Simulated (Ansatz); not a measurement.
FH$_{5}$OSSi$_{2}$ (`O[SiH2]S[SiH2]F`). Total charge 0; spin multiplicity 1.

```xyz
10

O    -0.245   -0.351    2.144
Si   -0.854   -0.889    0.721
S    -1.124    0.679   -0.716
Si    0.897    0.880   -1.318
F     1.238   -0.136   -2.502
H    -0.716    0.347    2.601
H     0.126   -1.880    0.230
H    -2.210   -1.469    0.879
H     1.075    2.251   -1.841
H     1.813    0.570   -0.199
```

Q: Give the diagnostics of a CCSD(T)/def2-TZVPP run (frozen core, the Gaussian-basis code of Ansatz). (An estimate is asked.)

A: Ansatz gave: T1 = 0.0119, largest single amplitude 0.016, largest double 0.020, (T) share of the correlation energy 3.5 %, 9 CCSD cycles. The RHF solution is stable towards an unrestricted one. T1 lies under the customary mark of 0.02 for closed shells.
